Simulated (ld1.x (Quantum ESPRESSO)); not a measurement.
## copper (Cu): variants of one RRKJ potential

Base potential:

| Property | Result |
| --- | --- |
| Element | Cu |
| Generator | ld1.x (Quantum ESPRESSO) 7.5 |
| Type | norm-conserving RRKJ (Kleinman–Bylander form) |
| Functional | revPBE |
| Relativity | scalar-relativistic |
| Frozen core | [Ar] |
| Valence charge | 11 |
| Reference configuration | 3d10 4s1 4p0 |
| Partial waves | 4p (bound, empty): rc 2.35 bohr; 3d (bound): rc 1.55 bohr; 4s (bound): rc 2.40 bohr |
| Local potential | the s channel |
| Core correction | Bessel-smoothed model core inside 0.80 bohr |
| rho0 | 0.01 |

Cutoffs, loose and tight: the cutoffs (Ry, on a coarse ladder) from which the occupation-weighted sum of valence levels, in a spherical-Bessel basis at the reference potential, stays within 10 and 1 mRy of its value at 400 Ry. They do not see the model core or the augmentation charge, which bear on the density cutoff. Test errors are all-electron minus pseudo excitation energies from the reference, over the configurations 3d10 4s0 4p0; 3d9 4s0 4p0; 3d8 4s0 4p0; 3d9 4s1 4p1; 3d7 4s0 4p0; 3d9 4s2 4p0; 3d10 4s0 4p1. A dash means not determined; rows that change the core or the reference have their own tests.

| change | outcome | cutoff, loose | cutoff, tight | bound ghosts | largest test error (meV) |
| --- | --- | --- | --- | --- | --- |
| base | generated | 90 Ry | 120 Ry | none | no test is counted, since the test run did not reproduce the reference configuration |
| wave 3d (bound): rc 1.55 bohr becomes 3d (bound): rc 0.98 bohr | generated | 180 Ry | 260 Ry | none | -4536 |
| wave 3d (bound): rc 1.55 bohr becomes 3d (bound): rc 1.36 bohr | generated | 100 Ry | 160 Ry | none | no test is counted, since the test run did not reproduce the reference configuration |
| wave 3d (bound): rc 1.55 bohr becomes 3d (bound): rc 1.46 bohr | generated | 90 Ry | 140 Ry | none | no test is counted, since the test run did not reproduce the reference configuration |
| wave 3d (bound): rc 1.55 bohr becomes 3d (bound): rc 1.84 bohr | generated | 70 Ry | 100 Ry | none | no test is counted, since the test run did not reproduce the reference configuration |
| wave 3d (bound): rc 1.55 bohr becomes 3d (bound): rc 2.20 bohr | generated | 50 Ry | 70 Ry | none | no test is counted, since the test run did not reproduce the reference configuration |
| wave 3d (bound): rc 1.55 bohr becomes 3d (bound): rc 2.34 bohr | generated | 40 Ry | 60 Ry | none | no test is counted, since the test run did not reproduce the reference configuration |

Task: What comes out with this change to the base: wave 3d (bound): rc 1.55 bohr becomes 3d (bound): rc 1.16 bohr?

Result: outcome: generated; cutoff, loose: 140 Ry; cutoff, tight: 200 Ry; bound ghosts: none; largest test error (meV): -4153.

Task: What comes out with this change to the base: wave 3d (bound): rc 1.55 bohr becomes 3d (bound): rc 1.70 bohr?

Result: outcome: generated; cutoff, loose: 80 Ry; cutoff, tight: 110 Ry; bound ghosts: none; largest test error (meV): no test is counted, since the test run did not reproduce the reference configuration.

Task: What comes out with this change to the base: wave 3d (bound): rc 1.55 bohr becomes 3d (bound): rc 2.04 bohr?

Result: outcome: generated; cutoff, loose: 55 Ry; cutoff, tight: 90 Ry; bound ghosts: none; largest test error (meV): no test is counted, since the test run did not reproduce the reference configuration.

Reading the sweep of the d radius (base included, trends over the rows without a ghost): The loose cutoff falls from 180 Ry at 0.98 to 40 Ry at 2.34 bohr. A larger radius leaves more room for a smooth pseudo-wave, so fewer plane waves are needed; a smaller one forces it to follow the all-electron wave where it bends sharply.
